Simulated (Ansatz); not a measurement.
C$_{6}$H$_{3}$FZr, SMILES `C#[C][Zr]([F])([C]#C)[C]#C`, relaxed with RKS PBE0-D4/def2-TZVP in Ansatz from a GFN2-xTB geometry. The force threshold is 0.005 eV/Å; the program also tests the step.

Total charge 0; spin multiplicity 1. Zr takes the def2 core potential.

Start:

```xyz
11

C     3.030    1.250   -0.136
C     1.894    0.879    0.063
Zr   -0.181    0.250    0.534
F    -0.668    1.047    2.183
C    -1.597    0.981   -1.010
C    -2.383    1.451   -1.803
C    -0.297   -1.952    0.791
C    -0.351   -3.142    1.011
H     4.022    1.570   -0.320
H    -3.069    1.849   -2.504
H    -0.400   -4.184    1.191
```

Question: How much energy does the relaxation release, and in how many steps? (Best estimate.)

Answer: Computed: 0.08 eV, in 7 steps.

Question: Which bonds change most? (Best estimate.)

Answer: Computed: Zr3–C5 from 2.219 to 2.171 Å; Zr3–C7 from 2.219 to 2.171 Å; C2–Zr3 from 2.219 to 2.171 Å; Zr3–F4 from 1.895 to 1.883 Å.

Question: Give the relaxed structure. (Estimate.)

Answer: Computed: 
```xyz
11

C     2.970    1.210   -0.164
C     1.835    0.893    0.136
Zr   -0.193    0.315    0.653
F    -0.674    1.107    2.292
C    -1.552    0.984   -0.902
C    -2.307    1.352   -1.781
C    -0.304   -1.846    0.832
C    -0.361   -3.057    0.920
H     3.966    1.487   -0.430
H    -2.969    1.674   -2.554
H    -0.410   -4.120    0.997
```
